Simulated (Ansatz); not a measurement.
cyclo-(H2SnO)4 (Sn₄O₄H₈), relaxed as a singlet with RKS r2SCAN-D4/def2-SVP in Ansatz, starting from the GFN2-xTB geometry. Force threshold 0.03 eV/Å.

In the def2 sets Sn takes a core potential; there is no spin–orbit coupling.

Start:

```csv
atom,x (Å),y (Å),z (Å)
Sn1,-1.7569,-1.5254,-1.2167
H2,-1.5161,-2.2564,-2.6898
H3,-3.1781,-1.7060,-0.3717
O4,-0.3629,-2.1841,-0.0982
Sn5,1.1423,-2.1120,1.0667
H6,2.4549,-2.6168,0.1743
H7,0.6665,-2.9018,2.4466
O8,1.5027,-0.3226,1.6184
Sn9,1.3604,1.5765,1.5961
H10,2.9128,2.1317,1.4106
H11,0.4310,1.9982,2.9129
O12,0.4586,2.1766,0.0271
Sn13,-0.7451,2.0605,-1.4439
H14,-1.9900,3.1066,-1.1121
H15,0.1948,2.2278,-2.8078
O16,-1.5749,0.3473,-1.5124
```

```csv
step,energy (eV),largest force component (eV/Å),SCF passes
1,-31642.7127,0.955,19
2,-31643.2100,0.214,19
3,-31643.2322,0.048,19
4,-31643.2680,0.130,21
5,-31643.3100,0.299,22
6,-31643.3626,0.336,21
7,-31643.4002,0.257,22
8,-31643.4791,0.147,26
9,-31643.5123,0.188,22
10,-31643.5217,0.396,21
11,-31643.5763,0.046,20
12,-31643.5929,0.015,20
13,-31643.6063,0.099,20
14,-31643.6094,0.213,20
15,-31643.6186,0.129,20
16,-31643.6277,0.016,21
17,-31643.6325,0.060,20
18,-31643.6329,0.072,20
19,-31643.6342,0.028,20
```

Force components are those of the run's own axes.

End:

```xyz
16

Sn   -1.902   -1.211   -0.654
H    -2.767   -1.787   -2.014
H    -2.530   -1.582    0.892
O    -0.037   -1.839   -0.923
Sn    1.340   -1.858    0.513
H     2.812   -1.326   -0.179
H     1.337   -3.395    1.271
O     0.606   -0.609    1.872
Sn    0.760    1.370    1.747
H     2.159    1.878    2.597
H    -0.739    2.036    2.239
O     1.175    1.680   -0.171
Sn   -0.198    1.698   -1.607
H    -0.727    3.309   -1.856
H     0.454    0.868   -2.953
O    -1.743    0.767   -0.775
```

By distances, no bond broke or formed. The bond that changes most is O4–Sn5, from 1.90 to 1.99 Å (atoms count from 1).

The force fell under the threshold at step 12, but the optimiser went on and released 0.041 eV more. No frequencies were taken in this run, so the end may be a saddle point.

It took 2.1 min on 4 threads of Arm Neoverse V1 on a shared host.
